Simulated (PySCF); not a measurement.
C9H6O.
SMILES: `C#Cc1ccccc1C=O`

Theory: PySCF, TDDFT PBE0/def2-SVPD, vertical, gas phase, core orbitals frozen in the response. One conformer (not necessarily the lowest) at the GFN2-xTB geometry, without solvent, vibrations or thermal averaging. Torsions of this conformer, `[CH:1]#[C:2][c:3]1[cH:4][cH:5][cH:6][cH:7][c:8]1[CH:9]=[O:10]`: C7–C8–C9–O10 0°.

```
state  E (eV)  λ (nm)       f  symmetry  main configurations (H = HOMO, L = LUMO)
   S1    3.48   356.4  0.0001         –                               H-1→L (93%)
   S2    4.30   288.6   0.076        A′                                 H→L (85%)
   S3    4.95   250.6  0.0000         –                H-1→L+1 (56%), H-3→L (36%)
   S4    4.97   249.3   0.115        A′        H-2→L (62%), H→L+1 (25%), H→L (9%)
   S5    5.26   235.5  0.0001         –                H-3→L (57%), H-1→L+1 (41%)
   S6    5.65   219.5   0.529        A′                  H→L+1 (60%), H-2→L (29%)
```

Triplets, Tamm–Dancoff:

```csv
state,E (eV),λ (nm),"main configurations (H = HOMO, L = LUMO)"
T1,2.98,416.7,H-1→L (88%)
T2,3.26,380.8,"H→L (64%), H-2→L (17%), H→L+1 (13%)"
```

The lowest singlet comes at 356 nm (336 kJ/mol) in the ultraviolet; it is dark (f under 0.0005); its leading configuration is HOMO-1→LUMO (93%). The most intense listed level is S6 at 5.65 eV (219 nm, f = 0.529), 2.17 eV above S1. It is the last of those listed, so stronger ones may follow. Löwdin shares by element: HOMO carbon 67% or more (atoms not listed hold the other 33%); LUMO carbon 42% or more, oxygen 18% (atoms not listed hold the other 40%). Orbital energies (eV): HOMO-3 -8.69, HOMO-2 -7.98, HOMO-1 -7.49, HOMO -7.38, LUMO -2.23, LUMO+1 -1.29, LUMO+2 0.69. Weighted by f, the mean energy of these states is 5.40 eV. The oscillator strengths of these states sum to 0.721; summed over the whole spectrum of an exact calculation they would give the number of electrons, 68 (Thomas–Reiche–Kuhn). No computed singlet lies in the visible range (380 to 750 nm); the lowest, at 356 nm, stands 0.22 eV above its violet end (3.26 eV); a Tamm–Dancoff triplet lies at 417 nm, without intensity as long as spin–orbit coupling is left out. Symmetry labels in Cs follow from the direction of the transition dipole and are given only for states with f of 0.002 or more. Only the lowest 6 singlets were computed, as vertical energies without vibronic structure.
